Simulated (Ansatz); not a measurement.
Input for Ansatz (development build ahead of 0.2.0):

```yaml
crystal:
  periodic: [false, false, false]
  atoms:
    - { symbol: Ag, position_ang: [0.0, 0.0, 0.0] }
    - { symbol: O, position_ang: [0.0, 0.0, 2.0] }
basis:
  gaussian: { orbitals: def2-SVP }
magnetization:
  initial_magnetization: 1
hamiltonian:
  xc: pbe0
output:
  forces: true
```

The input is written out in the form of the current development build from the run's settings. The basis set brings a core potential for Ag, so the total leaves out those core electrons.

Results

```yaml
Converged: yes
Total_energy: -221.91978 hartree
Spin_squared_of_the_determinant: 0.750
Stability_test: minimum among restricted orbitals
```

Forces (eV/Å):
```tsv
atom	Fx	Fy	Fz
Ag1	0.000	0.000	0.038
O2	0.000	0.000	-0.038
```
